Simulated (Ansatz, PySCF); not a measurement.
Molecule: C2HO, charge -1, multiplicity 1. It need not be the lowest isomer of its formula. Whether it binds its extra electron was not tested at this geometry. 
Geometry from a B3LYP-D3(BJ)/def2-TZVP (Ansatz, a quantum-chemistry and plane-wave program) optimisation:
```xyz
4

C      1.4717    -0.1374    -0.1602
C      0.2459    -0.0051    -0.0364
O     -1.1061     0.1802     0.0791
H     -1.4565    -0.5864     0.5470
```
Charge -1, spin multiplicity 1.

Total electronic energies in hartree. Cores are frozen in the correlated levels unless marked. Spin-orbit coupling is left out. No relativistic terms. CBS(X,Y): correlation extrapolated as X^-3; Hartree-Fock from the larger set. [CCSD(T)-MP2]/basis is that difference in the basis named.

```csv
level,program,energy (Eh)
HF/cc-pVQZ,Ansatz,-151.10851
revPBE/def2-TZVPD,Ansatz,…
M06-L-D4/def2-TZVPD,PySCF + dftd4,-151.95636
B3LYP/def2-TZVPD,PySCF,-151.98934
r2SCANh/def2-TZVPD,Ansatz,…
B2PLYP/def2-TZVPD,Ansatz,-151.87275
MP2/aug-cc-pVTZ,Ansatz,-151.66471
MP2/cc-pVTZ,Ansatz,-151.64068
SCS-MP2/cc-pVTZ,Ansatz,-151.62893
CCSD/STO-3G,Ansatz,-149.08728
CCSD/6-31G,Ansatz,-151.26119
CCSD(T)/cc-pVDZ,Ansatz,-151.50963
CCSD(T)/cc-pVDZ,PySCF,-151.50963
CCSD(T)/cc-pVTZ,Ansatz,-151.67438
"RI-MP2/CBS(aug-cc-pVTZ,aug-cc-pVQZ)+[CCSD(T)-MP2]/aug-cc-pVTZ",Ansatz,-151.7646
```

Problem. Some entries are withheld; supply them.

Solution. 
- revPBE/def2-TZVPD, energy (Eh): -151.94528
- r2SCANh/def2-TZVPD, energy (Eh): -151.88802
